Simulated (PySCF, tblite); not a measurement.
Calculations on `B[Si@@H]1O[SiH]O[SiH2]O1` [radical], in the order of a workflow; each names the level of the geometry that it ran on. Settings lines and outputs come from a driver script.

Species: BH6O3Si3 (doublet state).
Atom-mapped SMILES: `[BH2:1][Si@@H:2]1[O:3][SiH:4][O:5][SiH2:6][O:7]1` (hydrogens: H8, H9 on B1; H10 on Si2; H11 on Si4; H12, H13 on Si6)

Step 1: GFN2-xTB geometry optimisation, gas phase (tblite 0.8.0) (from a force-field or distance-geometry start)
```json
{"job": {"kind": "relax", "xc": "GFN2-xTB", "basis": "xTB"}, "charge": 0, "multiplicity": 2}
```
```
step      E/eV     max force
  0    -594.80669    2.895
  1    -595.16445    1.964
  2    -595.52744    2.293
...
106    -596.67258    0.029
107    -596.67270    0.042
108    -596.67283    0.037
109    -596.67289    0.017
110    -596.67291    0.007
```

Energy lowered by 43.0 kcal/mol over 110 steps; largest atomic force 0.007 eV/Å at the end. «max force» is the largest atomic force in eV/Å.

Step 2: GFN2-xTB harmonic vibrations, gas phase (tblite 0.8.0) (on the GFN2-xTB geometry)
```json
{"job": {"kind": "ir", "xc": "GFN2-xTB", "basis": "xTB"}, "charge": 0, "multiplicity": 2}
```
```
(table of modes left out)
```

33 modes from 64 to 2658 cm⁻¹ (unscaled, harmonic); zero-point energy 42.2 kcal/mol; all wavenumbers are real at this level.

Step 3: UKS B3LYP, pcH-1 on B H O Si, non-relativistic, mean-field spin-orbit, GIAO (PySCF 2.14.0) (on the GFN2-xTB geometry)
```json
{"job": {"kind": "epr", "basis": "pcH-1"}, "charge": 0, "multiplicity": 2}
```
```
...
E = -1122.81752692 Eh   <S^2> = 0.7518 (exact 0.7500)
g shifts (ppm)      1          2          3
  rmc          -167       -167       -167
  gc             83         82         21
  oz_so       -1050       -261        231
  total       -1135       -345         85
hyperfine (MHz)  atom isotope    a_iso     a_fc   dipolar eigenvalues
    0   11B       3.08       3.09     -2.30     -1.20      3.50
    1  29Si      -4.53      -4.56     -5.79      2.54      3.25
    2   17O     -69.19     -69.15    -16.51      7.60      8.91
    3  29Si    -772.48    -773.42   -134.93     65.73     69.20
    4   17O     -49.57     -49.52    -22.51     10.81     11.70
    5  29Si      -3.41      -3.42     -2.97      1.36      1.60
    6   17O      -1.24      -1.23     -1.28      0.54      0.73
    7    1H      -1.00      -1.00     -1.12     -0.19      1.30
    8    1H      -1.15      -1.15     -0.62     -0.26      0.89
    9    1H      -0.65      -0.65     -1.35     -0.88      2.23
   10    1H     212.64     212.64     -6.61     -0.65      7.26
   11    1H       6.99       6.99     -1.15     -0.94      2.09
   12    1H      -0.77      -0.77     -1.23     -1.06      2.29
```

⟨S²⟩ 0.752; g_iso 2.0019. rmc, gc and oz_so are the mass-correction, gauge-correction and orbital-Zeeman/spin–orbit parts of the g shift along its three principal axes; a_iso is the isotropic hyperfine coupling and a_fc its Fermi-contact part. The log counts atoms from 0, this text from 1.

Which step took the most CPU time, and about what did each take on an Arm Neoverse V2 with one thread, shared host?

Step 3, about 99 % of the total. CPU time by step: 1: 0.8 s, 2: 0.46 s, 3: 96 s.

Geometry of the electronic-property runs (GFN2-xTB):
```
atom  x, y, z in Å
B1    -2.3490    0.0296    0.7490
Si2   -1.0370   -0.5065   -0.5664
O3    -0.0046   -1.5301    0.2680
Si4    1.4969   -1.2994    0.7857
O5     2.1542    0.0086    0.0880
Si6    1.4459    1.1463   -0.8509
O7    -0.0907    0.7346   -1.1150
H8    -3.4310   -0.4164    0.7216
H9    -2.0873    0.7252    1.6554
H10   -1.2349   -1.2789   -1.7996
H11    1.5336   -1.0946    2.2248
H12    1.4434    2.3685   -0.0613
H13    2.1560    1.1136   -2.1173
```

 (This holds for the electronic-property runs.)

One conformer stands for the species.
